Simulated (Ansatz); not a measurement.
Ansatz (a quantum-chemistry and plane-wave program) input:
A basis named .json is the Basis Set Exchange file of that set.

Ansatz 0.2 input:
```yaml
crystal:
  periodic: [false, false, false]
  atoms:
    - {symbol: Si, position_ang: [0.54307611, 0.14493615, -0.82357232]}
    - {symbol: C, position_ang: [2.16110118, -0.86103252, -0.45415557]}
    - {symbol: Cl, position_ang: [0.98120317, 1.72428790, 0.79538680]}
    - {symbol: N, position_ang: [-0.57842585, -0.92310662, 0.11708641]}
    - {symbol: Si, position_ang: [-2.27679717, -0.89084504, 0.01241170]}
    - {symbol: H, position_ang: [2.15214129, -1.78795760, -1.03999517]}
    - {symbol: H, position_ang: [3.04918484, -0.28867184, -0.73650258]}
    - {symbol: H, position_ang: [2.25218837, -1.12102747, 0.60769107]}
    - {symbol: H, position_ang: [-0.20528742, -1.30415095, 0.98167704]}
    - {symbol: H, position_ang: [-2.98306123, 0.26570626, 0.64865943]}
    - {symbol: H, position_ang: [-2.85902468, -2.09843265, 0.68117784]}
    - {symbol: H, position_ang: [-2.73212608, -0.90769406, -1.40270570]}
basis:
  gaussian:
    orbitals: cc-pV_T+d_Z.json
total_charge: -1
magnetization: {spin_polarized: false}
correlation: {method: ccsd_t, electrons: outside_noble_gas}
```

Task: Which total energy does the run end on?

Result: -1134.89290 Eh (CCSD(T)/cc-pV(T+d)Z). The basis has 275 functions.

It need not be the lowest isomer of its formula. Whether it binds its extra electron was not tested at this geometry.
